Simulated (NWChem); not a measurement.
System: CH5F2NSi; SMILES CN[SiH](F)F

```xyz
10

Si    -0.0072     0.4525    -0.3054
F      1.1521     1.4936     0.1163
F     -1.3664     1.1533     0.2248
N      0.3413    -1.0442     0.4091
C     -0.0718    -2.3382    -0.0845
H     -0.1258     0.3244    -1.7711
H      0.7520    -1.0540     1.3367
H     -0.4162    -2.2499    -1.1266
H     -0.9022    -2.7798     0.4950
H      0.7629    -3.0590    -0.0845
```
Atoms are numbered in this order, from 1.

Results from NWChem. Medium grid unless said otherwise, to which SCAN and Minnesota functionals are sensitive. Geometry: optimised at PBE0/def2-SVP. B3LYP is NWChem's, with the RPA form of VWN correlation.

For level r2SCAN/def2-SVP:

| Quantity | Value |
|---|---|
| highest occupied level (eV) | -6.26 |
| orbital gap (eV) | 7.26 |

How do the values read with level B3LYP/def2-SVP instead?


| Property | Value |
|---|---|
| highest occupied level (eV) | -7.13 |
| orbital gap (eV) | 8.17 |
